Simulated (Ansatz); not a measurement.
Isomers of Al2S3 (singlet), relaxed with PBE-D4/def2-SVP; total energies from Ansatz at CCSD(T)/def2-TZVPP.

```csv
isomer,description,energy (Eh)
A,point group Cs; 5 × Al–S 2.03 to 2.54 Å; 1 × S–S 2.23 Å,-1677.30359
B,point group C2v; 4 × Al–S 2.02 to 2.19 Å,-1677.33273
C,point group C2v; 4 × Al–S 2.60 Å; 2 × S–S 2.16 Å,-1677.26087
```

Correlated methods freeze 25 core orbitals.

The isomers come from a short search, and lower ones may exist.

Question: Work out the relative energies (1 Eh = 2625.5 kJ/mol) and the Boltzmann populations at 1200 K from electronic energies alone (R = 8.314 J/mol/K).

Answer: ΔE: A 76.5, B 0.0, C 188.7 kJ/mol. RT = 9.98 kJ/mol. Factors exp(−ΔE/RT): A 0.000469, B 1, C 6.14e-09; sum 1.000. Populations: A 0.0 %, B 100.0 %, C 0.0 %. Zero-point energy, vibrational entropy and symmetry numbers are left out and can shift these; an error of 4 kJ/mol changes a ratio by a factor of 1.5. Over the other density-functional and correlated levels in def2 sets, the gap between B and A ranges from 57 to 87 kJ/mol.
